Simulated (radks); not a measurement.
Values are calculated unless marked as measured or tabulated.
The neon ion Ne2+ inside a hard spherical wall (all orbitals vanish at R), configuration held at [He] 2s2 2p4 and not refilled when levels cross. Level of theory: scalar-relativistic Kohn-Sham, LDA (Slater exchange, Perdew-Wang correlation), spin-polarised, spherical densities, point nucleus; open shells are filled with parallel spins first (a radial shooting solver on a logarithmic mesh with Libxc functionals). Eigenvalues in eV for spin up, with the zero of energy where the potential of the charges vanishes at infinity; a dash marks a level that is unbound or too diffuse for the functional's potential to be trusted. A positive occupied level is held by the wall or, in an anion where self-interaction has pushed it up, behind a barrier. The pressure on the wall is -dE/dV.

| R (bohr) | E (hartree) | kinetic (hartree) | e(1s) | e(2s) | e(2p) | e(3s, empty) | e(3p, empty) | pressure (GPa) |
|---|---|---|---|---|---|---|---|---|
| free | -126.03266 | 125.894 | -877.05 | -79.528 | -56.883 | -16.382 | -12.146 | 0 |
| 15 | -126.03266 | 125.894 | -877.05 | -79.528 | -56.883 | -16.382 | -12.146 | < 0.0001 |
| 12 | -126.03266 | 125.894 | -877.05 | -79.528 | -56.883 | -16.382 | -12.146 | < 0.0001 |
| 10 | -126.03266 | 125.894 | -877.05 | -79.528 | -56.883 | -16.382 | -12.144 | < 0.0001 |
| 7 | -126.03266 | 125.894 | -877.05 | -79.528 | -56.883 | -16.343 | -12.008 | < 0.0001 |
| 5 | -126.03265 | 125.894 | -877.05 | -79.528 | -56.883 | -15.596 | -10.666 | 0.00355 |
| 4 | -126.03227 | 125.899 | -877.03 | -79.510 | -56.863 | -13.155 | -7.406 | 0.208 |
| 3 | -126.01877 | 126.026 | -876.44 | -79.146 | -56.442 | -2.664 | 4.204 | 12.7 |
| 2.5 | -125.95320 | 126.500 | -874.52 | -77.922 | -55.031 | 13.582 | 20.296 | 103 |
| 2 | -125.58678 | 128.510 | -867.50 | -73.075 | -49.645 | 54.133 | 57.445 | 898 |
